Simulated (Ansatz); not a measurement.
Reaction (ligand exchange at a Zn–Br bond): `[ZnH][Br]` + H–F → `[F][ZnH]` + HBr

Isolated molecules relaxed with PBE0-D4/def2-TZVP in Ansatz; ΔE leaves out vibrations. CCSD(T)/CBS is the MP2 limit (def2-TZVPP, def2-QZVPP) plus CCSD(T) − MP2 in def2-TZVPP, frozen cores. This one scheme is used for every species. Functionals use def2-TZVPP. For Br, Zn outer-core shells are correlated without core-valence functions, which leaves a few kJ/mol of doubt a bond. Scalar relativity is left out up to krypton.

CCSD(T)/CBS gives +74.9 kJ/mol.

**Question.** Another level gave +71.9 kJ/mol. Which?
A. PBE-QIDH/def2-TZVPP
B. HF/def2-TZVPP
C. PBE-D4/def2-TZVPP
D. CCSD/def2-TZVPP

**Answer.** D. CCSD/def2-TZVPP 71.9, HF/def2-TZVPP 86.3, PBE-D4 64.7, PBE-QIDH 80.1 kJ/mol.

Largest T1 diagnostic among the species: 0.018.

At CCSD(T), def2-SVP lies −10.6 kJ/mol from the extrapolated value and def2-TZVPP −4.2 kJ/mol. From r2SCAN to r2SCAN0 (25 % exact exchange), in def2-TZVPP and without D4, ΔE moves by +11.0 kJ/mol.
